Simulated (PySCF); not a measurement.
SMILES O[Si](O)(O)C#C[Si](O)(O)O, singlet, GFN2-xTB optimised geometry.

```
16

Si    -0.34    -0.86     0.00
O     -0.85     0.68     0.00
O     -0.85    -1.58    -1.36
O      1.29    -0.86     0.00
C     -0.98    -1.76     1.49
C     -1.40    -2.35     2.46
Si    -2.05    -3.25     3.96
O     -3.29    -2.43     4.62
O     -0.88    -3.40     5.07
O     -2.57    -4.73     3.54
H     -1.75     0.86    -0.25
H     -0.43    -2.39    -1.65
H      1.75    -0.27     0.59
H     -3.11    -1.65     5.14
H     -0.20    -4.06     4.95
H     -3.41    -4.82     3.10
```

Density from PBE0/def2-TZVP in PySCF at that geometry.

Minimum of the electron density along straight lines between bonded atoms, close to the bond critical point (lines longer than 1.1 times the sum of covalent radii, or with two minima, are not listed):

| bond | length / Å | ρ at the minimum / e bohr⁻³ | ∇²ρ there / e bohr⁻⁵ | position (fraction from the first atom) |
|---|---|---|---|---|
| Si1–O2 | 1.625 | 0.147 | 0.89 | 0.41 |
| Si1–O3 | 1.625 | 0.147 | 0.89 | 0.41 |
| Si1–O4 | 1.625 | 0.147 | 0.89 | 0.41 |
| Si1–C5 | 1.860 | 0.117 | 0.26 | 0.39 |
| C5–C6 | 1.208 | 0.428 | -1.36 | 0.50 |
| C6–Si7 | 1.860 | 0.117 | 0.26 | 0.61 |
| Si7–O8 | 1.625 | 0.147 | 0.89 | 0.41 |
| Si7–O9 | 1.625 | 0.147 | 0.89 | 0.41 |
| Si7–O10 | 1.625 | 0.147 | 0.89 | 0.41 |
| O2–H11 | 0.952 | 0.363 | -2.54 | 0.81 |
| O3–H12 | 0.952 | 0.363 | -2.54 | 0.81 |
| O4–H13 | 0.952 | 0.363 | -2.52 | 0.81 |
| O8–H14 | 0.952 | 0.363 | -2.53 | 0.81 |
| O9–H15 | 0.952 | 0.363 | -2.53 | 0.81 |
| O10–H16 | 0.952 | 0.363 | -2.53 | 0.81 |
